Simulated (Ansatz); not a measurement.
Basis-set series for `CC(C)[O][Zn][NH2]`. Charge 0, multiplicity 1. Geometry: relaxed with PBE0-D4/def2-TZVP. It is one conformer, not always the lowest.

| functional | basis | functions | energy (Eh) | HOMO (eV) | LUMO (eV) |
| --- | --- | --- | --- | --- | --- |
| PBE0-D4 | def2-TZVPP | 345 | -2028.70290 | -7.00 | -0.47 |
| PBE0-D4 | def2-QZVPP | 655 | -2028.76247 | -7.03 | -0.60 |
| ωB97M-V | def2-TZVPP | 345 | -2029.02483 | -9.38 | 1.02 |
| ωB97M-V | def2-QZVPP | 655 | -2029.08243 | -9.40 | 0.65 |

(1) Give the rows for def2-SVP. (Best estimate.)

## Answers

(1) The calculation gave: 
```json
{"functional": "PBE0-D4", "basis": "def2-SVP", "functions": "146", "energy (Eh)": "-2028.15450", "HOMO (eV)": "-6.53", "LUMO (eV)": "-0.18"}
{"functional": "ωB97M-V", "basis": "def2-SVP", "functions": "146", "energy (Eh)": "-2028.46332", "HOMO (eV)": "-8.89", "LUMO (eV)": "1.29"}
```

Positive LUMOs are unbound and depend on the basis. Scalar relativity is left out up to krypton.

Computed with Ansatz.
